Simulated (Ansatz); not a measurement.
```yaml
crystal:
  periodic: [false, false, false]
  atoms:
    - {symbol: Br, position_ang: [-2.236066, -1.454478, -0.104233]}
    - {symbol: B, position_ang: [-0.487934, -0.711198, -0.134901]}
    - {symbol: B, position_ang: [1.012834, -0.426801, -0.260173]}
    - {symbol: C, position_ang: [0.182801, 0.710335, 0.170734]}
    - {symbol: H, position_ang: [2.166801, -0.570005, -0.454719]}
    - {symbol: H, position_ang: [0.362714, 1.748833, 0.439001]}
    - {symbol: H, position_ang: [-0.939948, 0.635413, 0.298589]}
basis:
  gaussian: {orbitals: 6-31G}
hamiltonian: {xc: {name: wB97X-V}}
```

```sh
$ ansatz run in.yaml --threads 2 --pin off --events-out ev --progress --plain --max-ram 4352MiB
```

Shortened log:

```
Functional definition: wB97X-V
734 factors; integrals over basis functions are off by at most 2.4e-4 eV
217 factors; integrals over basis functions are off by at most 3.7e-6 eV
mean field evaluation 1: about -72463.1482 eV, gradient 2.5e1 eV
mean field evaluation 2: about -72463.9665 eV, gradient 2.0e1 eV
mean field evaluation 4: about -72464.9897 eV, gradient 8.7e-1 eV
mean field evaluation 8: about -72465.0711 eV, gradient 7.0e-2 eV
mean field evaluation 16: about -72465.0711 eV, gradient 2.0e-5 eV
mean field -72465.07114085 eV, -2663.0422458367 hartree, gradient 2.0e-5 eV, S^2 0.000000; 0 other end points of the search recorded, 0 dependent functions left out
reference -72465.07113950 eV, -2663.0422457874 hartree; 27, 27 occupied and 35, 35 virtual orbitals, 734 factors
Total energy: -72465.07113950 eV, -2663.0422457874 hartree
```

Run time 4.5 s (2 threads of an Arm Neoverse V1 on a shared host); peak host memory 0.18 GiB.
